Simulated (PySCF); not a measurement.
ZrF₃, SMILES [F][Zr+]([F])[F], charge +1, multiplicity 1.

Geometry optimised at B3LYP-D3(BJ)/def2-TZVP. The multiplicity is an assumed one; other spin states were not compared. The isomer is the one that the SMILES or the coordinates give; other isomers of the formula were not compared. The def2 effective core potentials stand for the cores of Zr; spin–orbit coupling is left out.

These are M06-2X/def2-TZVPD (PySCF) values and carry that method's errors.

Symmetry labels are those of the subgroup Cs that the program uses (full group C3v).

Computed valence orbital energies around the gap with their symmetry:
```json
[
 {"orbital": "HOMO−7", "symmetry": "A'", "energy (eV)": "-21.83"},
 {"orbital": "HOMO−6", "symmetry": "A'", "energy (eV)": "-21.46"},
 {"orbital": "HOMO−5", "symmetry": "A'", "energy (eV)": "-21.18"},
 {"orbital": "HOMO−4", "symmetry": "A\"", "energy (eV)": "-21.18"},
 {"orbital": "HOMO−3", "symmetry": "A'", "energy (eV)": "-20.48"},
 {"orbital": "HOMO−2", "symmetry": "A\"", "energy (eV)": "-20.35"},
 {"orbital": "HOMO−1", "symmetry": "A\"", "energy (eV)": "-20.26"},
 {"orbital": "HOMO", "symmetry": "A'", "energy (eV)": "-20.26"},
 {"orbital": "LUMO", "symmetry": "A'", "energy (eV)": "-9.14"},
 {"orbital": "LUMO+1", "symmetry": "A\"", "energy (eV)": "-7.72"},
 {"orbital": "LUMO+2", "symmetry": "A'", "energy (eV)": "-7.72"},
 {"orbital": "LUMO+3", "symmetry": "A'", "energy (eV)": "-5.87"}
]
```
